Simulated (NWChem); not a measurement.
## The standard entropy of [SiCl3]+ (SMILES Cl[Si+](Cl)Cl) from a frequency calculation

A singlet with charge 1, relaxed at HF/6-31G* (spherical functions) (NWChem 7.3.0):

```xyz
4

Cl   -1.9464    0.1056    0.0000
Si    0.0000    0.0000    0.0000
Cl    0.8817   -1.7384    0.0000
Cl    1.0647    1.6328    0.0000
```

Harmonic wavenumbers in cm⁻¹: 203, 203, 257, 485, 782, 782.

Masses in u: Cl 35.45, Si 28.085. Take T = 298.15 K, p = 1 bar, R = 8.3145 J/(mol K), kT/hc = 207.22 cm⁻¹, rigid rotor and harmonic oscillator.

Task: Compute the standard molar entropy.

Result: 
1. Translation (Sackur–Tetrode): S = R[3/2 ln M + 5/2 ln T − 1.1517] with M = 134.435 gives 170.0 J/(mol K).
2. Rotation: principal moments 202.035, 202.048, 404.083 u Å² give A, B, C = 0.0834, 0.0834, 0.0417 cm⁻¹; the symmetry number is σ = 6; q = (√π/σ)√((kT/hc)³/ABC) = 51741; S = R(ln q + 3/2) = 102.7.
3. Vibration: with u = ν̃/207.22, each mode gives R[u/(eᵘ − 1) − ln(1 − e⁻ᵘ)]; the sum is 29.4, most from 203 cm⁻¹ (8.8), 203 cm⁻¹ (8.8), 257 cm⁻¹ (7.0).
4. Electronic: R ln 1 = 0.0, from the spin multiplicity alone.
5. Sum: 170.0 + 102.7 + 29.4 + 0.0 = 302.1 J/(mol K).

No measured value is set beside it here.
